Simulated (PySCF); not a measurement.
# Ligand-field analysis of V4+

The free ion V4+ in its d1 configuration.

Method (PySCF 2.14, density fitting): CASSCF(1,5) with orbitals averaged over all microstates of the shell, strongly contracted NEVPT2 on the averaged canonical orbitals; basis x2c-TZVPall; spin-free X2C; gas phase; spin-orbit coupling by state interaction with the mean-field operator over all roots.

## Spin-free states

| 2S+1 | deg. | free-ion term | CASSCF / cm⁻¹ | NEVPT2 / cm⁻¹ |
| --- | --- | --- | --- | --- |
| 2 | 5 | 2D 1.00 | 0 | 0 |

Energies are counted from the ground state at NEVPT2 level. Weights follow the labels.

Ligand-field fit:



Spin-orbit constant ζ = 245 cm⁻¹.

Magnetism:

The lowest spin-orbit level is 4-fold with J = 3/2; the next lies at 611.5 cm⁻¹. μeff is 1.87 μB at 300 K and 1.55 μB at 10 K; the free-ion value g_J√(J(J+1)) for the Hund's-rule level J = 3/2 is 1.55 μB.

| T / K | χT / cm³ K mol⁻¹ | μeff / μB |
| --- | --- | --- |
| 2 | 0.300 | 1.55 |
| 5 | 0.301 | 1.55 |
| 10 | 0.301 | 1.55 |
| 20 | 0.303 | 1.56 |
| 30 | 0.305 | 1.56 |
| 50 | 0.308 | 1.57 |
| 75 | 0.313 | 1.58 |
| 100 | 0.317 | 1.59 |
| 150 | 0.331 | 1.63 |
| 200 | 0.356 | 1.69 |
| 250 | 0.394 | 1.77 |
| 300 | 0.439 | 1.87 |

Powder magnetisation at 2 K: 0.13 μB at 0.5 T, 0.26 μB at 1 T, 0.50 μB at 2 T, 0.69 μB at 3 T, 0.93 μB at 5 T, 1.06 μB at 7 T.

Measured levels beside the computed ones:

```csv
level,computed / cm⁻¹,measured / cm⁻¹
2D J = 3/2,0,0
2D J = 5/2,611,625
```

Source of the measured levels: Sugar and Corliss, J. Phys. Chem. Ref. Data 7, 1191 (1978).

The job took 0.94 s on one thread of Arm Neoverse V1 (shared host), with 48 basis functions, launched as `OMP_NUM_THREADS=1 python lf_run.py task.json out`.
